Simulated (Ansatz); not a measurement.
The cluster Si5F3. The state is a doublet with charge 0. Geometry B3LYP-D4/def2-SVP; atoms count from 1.

```
atom   x (Å)   y (Å)   z (Å)
 Si1  -0.492   0.159   0.060
 Si2   1.468   1.358  -0.403
 Si3  -1.449  -1.075   1.721
 Si4  -2.744   0.424   0.799
 Si5   0.818  -0.108  -1.864
  F6  -1.141  -2.271   2.781
  F7   2.525   2.464   0.146
  F8   1.016  -0.951  -3.240
```

Another isomer (doublet) lies 1.71 eV lower at PBE0-D4/def2-TZVP; other spin states weren't run for this one.

Estimate the Mulliken populations from the PBE0/def2-TZVP orbitals of Ansatz.


```json
{"atom": "Si1", "charge (e)": "-0.11", "spin (α − β)": "0.07"}
{"atom": "Si2", "charge (e)": "0.34", "spin (α − β)": "0.12"}
{"atom": "Si3", "charge (e)": "0.38", "spin (α − β)": "0.25"}
{"atom": "Si4", "charge (e)": "-0.09", "spin (α − β)": "0.41"}
{"atom": "Si5", "charge (e)": "0.34", "spin (α − β)": "0.12"}
{"atom": "F6", "charge (e)": "-0.29", "spin (α − β)": "0.01"}
{"atom": "F7", "charge (e)": "-0.28", "spin (α − β)": "0.00"}
{"atom": "F8", "charge (e)": "-0.28", "spin (α − β)": "0.00"}
```
Mulliken values depend strongly on the basis.

Where does the spin sit?

Summed by element: Si 0.98, F 0.02, of 1 unpaired in all. Largest on single atoms: Si4 0.41, Si3 0.25, Si5 0.12.

And the Mayer bond orders between heavy atoms (over 0.3)?

Si1–Si2 1.01 (2.34 Å); Si1–Si3 1.06 (2.28 Å); Si1–Si4 1.01 (2.39 Å); Si1–Si5 1.01 (2.34 Å); Si2–Si5 1.57 (2.17 Å); Si2–F7 1.05 (1.63 Å); Si3–Si4 1.62 (2.19 Å); Si3–F6 1.04 (1.63 Å); Si5–F8 1.05 (1.63 Å).
